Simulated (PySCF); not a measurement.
**Structure from 2D NMR**

Compound of formula C9H12O2. Correlations simulated from computed shifts and the bond graph:

HSQC (one-bond C–H):
```
  δH     δC
5.85  128.5
5.60  141.7
5.55  128.5
3.21   55.6
2.88   45.2
2.73   45.2
2.55   48.0
2.51   48.0
2.31   41.8
1.29   18.6
```

COSY cross peaks (H two or three bonds apart, from the bond graph; peaks can be absent where the dihedral angle is near 90°):
```
  δH    δH
5.85  5.60
5.85  5.55
5.60  5.55
5.60  3.21
3.21  2.88
3.21  2.73
2.88  2.73
2.55  2.51
2.55  2.31
2.51  2.31
2.31  1.29
```

HMBC (two and three bonds, from the bond graph):
```
  δH                                      δC
5.85                             141.7, 55.6
5.60                212.9, 128.5, 55.6, 45.2
5.55                             141.7, 55.6
3.21  217.6, 212.9, 141.7, 128.5, 48.0, 45.2
2.88         217.6, 212.9, 141.7, 55.6, 41.8
2.73         217.6, 212.9, 141.7, 55.6, 41.8
2.55          217.6, 212.9, 55.6, 41.8, 18.6
2.51          217.6, 212.9, 55.6, 41.8, 18.6
2.31          217.6, 212.9, 48.0, 45.2, 18.6
1.29                       217.6, 48.0, 41.8
```

Carbons without hydrogens: δ 217.6, 212.9.

- coordinates at the GFN2-xTB level
- shieldings: GIAO PBE0/pcSseg-1
- code: PySCF
- no solvent, no relativistic terms, averaged over atoms made equivalent by symmetry, fast rotation or ring inversion, a single conformation

Referencing at the same level of theory: ¹H, ¹³C against TMS.

Exchangeable hydrogens are left out of these lists.

Assemble the structure.

## Answers

`C(=C)[C@@H]1CC(=O)[C@@H](C)CC1=O`.

Atoms are numbered as in `[CH2:1]=[CH:2][C@@H:3]1[CH2:4][C:5](=[O:6])[C@@H:7]([CH3:8])[CH2:9][C:10]1=[O:11]`. Each H is labelled by its parent atom. Ha(C4), Ha(C9) are cis to C2 on the ring; Ha(C1) is cis to C3; Hb(C4), Hb(C9) are trans to C2 on the ring; Hb(C1) is trans to C3.

δC 217.6 is C5, a ketone carbonyl carbon. δC 212.9 is C10, a ketone carbonyl carbon. δC 141.7 is C2, an alkene CH (δH 5.60). δC 128.5 is C1, a terminal =CH2 carbon (δH 5.85, 5.55). δC 55.6 is C3, an sp3 CH α to a carbonyl (δH 3.21). δC 48.0 is C9, an sp3 CH2 α to a carbonyl (δH 2.55, 2.51). δC 45.2 is C4, an sp3 CH2 α to a carbonyl (δH 2.88, 2.73). δC 41.8 is C7, an sp3 CH α to a carbonyl (δH 2.31). δC 18.6 is C8, a methyl carbon (δH 1.29). HMBC from δH 5.60 reaches the proton-free carbon C10. HMBC from δH 3.21 reaches the proton-free carbons C5, C10. HMBC from δH 2.88 reaches the proton-free carbons C5, C10. HMBC from δH 2.73 reaches the proton-free carbons C5, C10. COSY links 5.85–5.60, 5.85–5.55, 5.60–5.55, 5.60–3.21, 3.21–2.88, 3.21–2.73.

The shifts were computed for this structure.

Shifts are as computed. Against solution values, carbons near 30 ppm lie about +3 ppm off and those near 130 ppm about +5 ppm. Of 1211 compounds with measured shifts, 218 miss one by over three times the rms of a fit or turn the order of signals round; such compounds aren't used in these exercises.
